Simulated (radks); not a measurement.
Values are calculated unless marked as measured or tabulated.
Problem. The mean radii <r> (bohr) of the occupied orbitals of an atom or ion are listed with their occupations. Level of theory: Dirac Kohn-Sham, LDA (Slater exchange, Perdew-Zunger correlation), spin-unpolarised, spherical densities, finite nucleus; Fermi nuclear charge, rms radius of each element as measured or else 0.836 A^(1/3) + 0.57 fm (a radial shooting solver on a logarithmic mesh with Libxc functionals).

| orbital | occ. | <r> |
|---|---|---|
| 1s1/2 | 2 | 0.03266 |
| 2s1/2 | 2 | 0.1417 |
| 2p1/2 | 2 | 0.1204 |
| 2p3/2 | 4 | 0.1252 |
| 3s1/2 | 2 | 0.3912 |
| 3p1/2 | 2 | 0.3835 |
| 3p3/2 | 4 | 0.3944 |
| 3d3/2 | 4 | 0.3686 |
| 3d5/2 | 6 | 0.3721 |
| 4s1/2 | 2 | 0.9800 |
| 4p1/2 | 2 | 1.060 |
| 4p3/2 | 4 | 1.092 |
| 4d3/2 | 4 | 1.536 |
| 4d5/2 | 4 | 1.558 |

Name the element and its charge. Open shells, if any, fill j = l - 1/2 first.

Solution. Z = 45, rhodium, charge +1: Rh+ in [Kr] 4d8. The 1s radius gives Z: for a bare nucleus <r> = (2 gamma + 1)/(2Z) with gamma = sqrt(1 - (Z/c)^2), 0.0321 bohr for Z = 45, and screening makes it slightly larger (0.03266 here). The occupations add up to 44, and the charge is Z minus that.
